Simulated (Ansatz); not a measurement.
`FC(F)C(Cl)I` → `F[C]F` + `ClCI` at 298.15 K and 1 bar (formal loss of a carbene).

Computed with Ansatz on PBE0-D4/def2-TZVP structures; ΔE is electronic, products minus reactants. CCSD(T)/CBS adds triple-zeta CCSD(T) − MP2 to the extrapolated MP2 energy (def2 sets, frozen cores). This one scheme is used for every species. Elements past krypton have def2 core potentials. For I outer-core shells are correlated without core-valence functions, which leaves a few kJ/mol of doubt a bond. Each species was taken in one conformer, which may not be the lowest.

```tsv
species	CCSD(T)/CBS energy (Eh)	H − E (kJ/mol)	S (J/(mol·K))
`FC(F)C(Cl)I`	-1034.09854	128.8	359.8
`F[C]F`	-237.54028	28.9	240.6
`ClCI`	-796.46468	87.0	295.6
```

H − E and S are ideal-gas, rigid-rotor, harmonic terms from PBE0-D4/def2-TZVP, for one conformer and one mirror image of each species. 1 Eh = 2625.50 kJ/mol, R = 8.31446 J/(mol·K).

Problem. By hand: ΔE, ΔH, ΔS and ΔG.

Solution. ΔE = (-237.54028) + (-796.46468) − (-1034.09854) = 0.09358 Eh = 245.7 kJ/mol. Δ(H − E) = 28.9 + 87.0 − 128.8 = -12.9, so ΔH = 232.8 kJ/mol. ΔS = 240.6 + 295.6 − 359.8 = 176.4 J/(mol·K). ΔG = 232.8 − 298.15 × (176.4)/1000 = 180.2 kJ/mol.

Problem. By hand: the equilibrium constant, and the temperature at which ΔG would vanish if ΔH and ΔS stayed fixed.

Solution. log₁₀ K = −ΔG/(RT ln 10) = -31.6. ΔG = 0 at ΔH/ΔS = 1320 K.

The number of gas molecules changes by +1, which sets the sign of ΔS. A doubt of 5 kJ/mol in ΔE shifts log₁₀ K by 0.9 here. Other conformers and mirror images would add mixing entropy, several J/(mol·K) or more a flexible species. These are equilibria of isolated gas molecules and say nothing of rates. Largest T1 diagnostic: 0.017 (customary marks: 0.02 for closed shells, 0.045 for open ones).
